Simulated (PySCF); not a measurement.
Job file and geometry (Å, from GFN2-xTB) of an NMR shielding run on SMILES C=C([O-])C(C)(C)CS, [C6H11OS]-, PySCF, GIAO PBE0/pcSseg-1 NMR shielding, non-relativistic, gas phase; density fitting, a coarse starting grid and PySCF grid level 2 are the driver's defaults:

```
$ OMP_NUM_THREADS=1 python probes_run.py task.json out

{"job": {"kind": "nmr", "xc": "PBE0", "basis": "pcSseg-1"}, "charge": -1, "multiplicity": 1}
C     -2.195231     0.790750    -0.454006
C     -0.858979     0.953314    -0.465578
O     -0.240146     1.956967    -0.971825
C      0.057270    -0.141547     0.140950
C      0.189989    -1.284975    -0.867770
C     -0.457348    -0.675598     1.479206
C      1.418869     0.506228     0.355303
S      1.866244     1.510508    -1.100609
H     -2.842254     1.532235    -0.893607
H     -2.673944    -0.067488    -0.012470
H      0.650015    -0.906343    -1.778621
H      0.811049    -2.091261    -0.468965
H     -0.791753    -1.684760    -1.115767
H     -1.367649    -1.253930     1.339354
H     -0.674842     0.147286     2.158402
H      0.290701    -1.323145     1.943908
H      2.199134    -0.239467     0.505842
H      1.384795     1.180909     1.215373
H      3.224279     1.099568    -1.016582
```

Question: What does the program print?

Answer: 
```
coarse grid: 16048 points
cycle   1  E = -707.8354267371  dE =  1.013e+00  |g| = 9.319e-01  |ddm| = 3.954e+00
cycle   2  E = -706.7964908013  dE =  1.039e+00  |g| = 2.263e+00  |ddm| = 6.245e+00
cycle   3  E = -708.0122334780  dE = -1.216e+00  |g| = 3.704e-01  |ddm| = 5.617e+00
cycle   4  E = -708.0406176757  dE = -2.838e-02  |g| = 1.420e-01  |ddm| = 4.761e-01
cycle   5  E = -708.0451100817  dE = -4.492e-03  |g| = 3.607e-02  |ddm| = 1.779e-01
cycle   6  E = -708.0454412388  dE = -3.312e-04  |g| = 1.167e-02  |ddm| = 5.643e-02
cycle   7  E = -708.0454734837  dE = -3.224e-05  |g| = 3.489e-03  |ddm| = 1.629e-02
cycle   8  E = -708.0454761517  dE = -2.668e-06  |g| = 1.060e-03  |ddm| = 5.585e-03
final grid: 149296 points
cycle   9  E = -708.1079269781  dE = -4.211e-05  |g| = 1.259e-02  |ddm| = 4.081e-02
cycle  10  E = -708.1078486121  dE =  7.837e-05  |g| = 2.333e-02  |ddm| = 3.576e-02
cycle  11  E = -708.1079581329  dE = -1.095e-04  |g| = 3.281e-03  |ddm| = 2.744e-02
cycle  12  E = -708.1079604786  dE = -2.346e-06  |g| = 4.363e-04  |ddm| = 3.954e-03
cycle  13  E = -708.1079605203  dE = -4.174e-08  |g| = 2.003e-04  |ddm| = 8.938e-04
cycle  14  E = -708.1079605298  dE = -9.467e-09  |g| = 4.374e-05  |ddm| = 2.304e-04
cycle  15  E = -708.1079605303  dE = -4.886e-10  |g| = 1.182e-05  |ddm| = 7.456e-05
converged SCF energy = -708.1079605303

GIAO shielding tensors (ppm)
atom      isotropic    diamagn.    paramagn.     s11        s22        s33       span
  0 C      134.491     256.316    -121.824     64.503    159.424    179.546    115.043
  1 C        0.529     245.441    -244.912    -98.965      9.427     91.126    190.091
  2 O       -3.441     406.264    -409.705   -200.479    -37.484    227.640    428.120
  3 C      149.073     245.440     -96.367    143.434    146.852    156.932     13.498
  4 C      157.203     246.246     -89.043    128.620    157.770    185.217     56.597
  5 C      155.648     246.509     -90.860    139.685    144.328    182.931     43.246
  6 C      137.033     246.370    -109.337    107.771    143.540    159.788     52.018
  7 S      608.314    1050.506    -442.193    462.625    545.037    817.278    354.653
  8 H       29.349      31.374      -2.025     26.598     26.857     34.593      7.995
  9 H       29.357      34.709      -5.353     25.907     27.306     34.858      8.951
 10 H       28.783      29.444      -0.661     23.576     29.661     33.113      9.537
 11 H       31.527      31.507       0.020     28.044     28.799     37.740      9.696
 12 H       30.857      31.259      -0.402     26.617     29.959     35.996      9.379
 13 H       30.435      31.989      -1.555     26.845     28.964     35.494      8.649
 14 H       30.818      31.098      -0.280     27.524     28.155     36.774      9.250
 15 H       31.355      31.367      -0.013     27.372     29.424     37.268      9.896
 16 H       30.205      32.230      -2.025     25.238     30.528     34.850      9.611
 17 H       28.733      30.817      -2.084     22.172     30.844     33.183     11.011
 18 H       29.253      28.711       0.542     20.054     26.823     40.882     20.828
```

Question: Turn these shieldings into chemical shifts. Scale: 13C (186.93 ppm) and 1H (31.72 ppm) against TMS; 17O (336.08 ppm) vs H2O; CS2 for 33S (503.73 ppm) (reference shieldings calculated alike).

Answer: Averaging equivalent atoms: C 1: 186.4; C 0: 52.4; C 6: 49.9; C 3: 37.9; C 4/5: 30.5; O 2: 339.5; S 7: -105; H 18: 2.46; H 8: 2.37; H 9: 2.36; H 16/17: 2.25; H 10/11/12/13/14/15: 1.09 ppm. Unscaled 17O shifts of doubly bonded oxygen tend to come out too high, by tens of ppm or more. Experimental scales use liquid or dissolved standards, which lie at an offset from isolated H2O (liquid H2O: subtract about 36 ppm).

Size and cost of the density-fitted run: 198 basis functions, 33 s wall time on 1 thread of an Intel Xeon Platinum 8488C, shared host; peak memory 0.96 GiB.
